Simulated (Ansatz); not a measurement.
A thermochemical cycle in electronic energies (no zero-point or thermal terms), species as SMILES, kcal/mol. Structures are relaxed separately at B3LYP-D3(BJ)/def2-TZVP in Ansatz (an electronic-structure program), one conformer each, not searched for the lowest. Cores are frozen in the correlated levels unless marked. UHF or UKS for open shells. Spin-orbit coupling is left out. No relativistic terms. CBS(X,Y): correlation extrapolated as X^-3; Hartree-Fock from the larger set. Anions need diffuse functions, of which def2-TZVPD holds fewer than the aug- sets.

```tsv
step	CCSD(T)/CBS(aug-cc-pV(T+d)Z,aug-cc-pV(Q+d)Z) (Ansatz)	PBE-D3(BJ)/def2-TZVPD (Ansatz + dftd3)
bond energy D: NB(Cl)Cl -> [NH]B(Cl)Cl + H atom	127.8	121.6
electron affinity EA, positive where the anion is bound: [NH]B(Cl)Cl + e- → [NH-]B(Cl)Cl	77.9	73.2
ionisation of the H atom at the same level, IE	313.7	313.5
```

**Question.** Find the deprotonation energy A: NB(Cl)Cl -> [NH-]B(Cl)Cl + H+.

**Answer.** Breaking the bond, ionising the H atom and attaching the electron to the radical add up to the deprotonation, A = D + IE - EA. At CCSD(T)/CBS(aug-cc-pV(T+d)Z,aug-cc-pV(Q+d)Z): A = D + IE - EA = 127.8 + 313.7 - 77.9 = 363.6. At PBE-D3(BJ)/def2-TZVPD: A = D + IE - EA = 121.6 + 313.5 - 73.2 = 361.9. The functional differs from the first level by -6.2 in D, -4.7 in EA and -1.7 in A; for EA and A the gap mixes functional and basis.
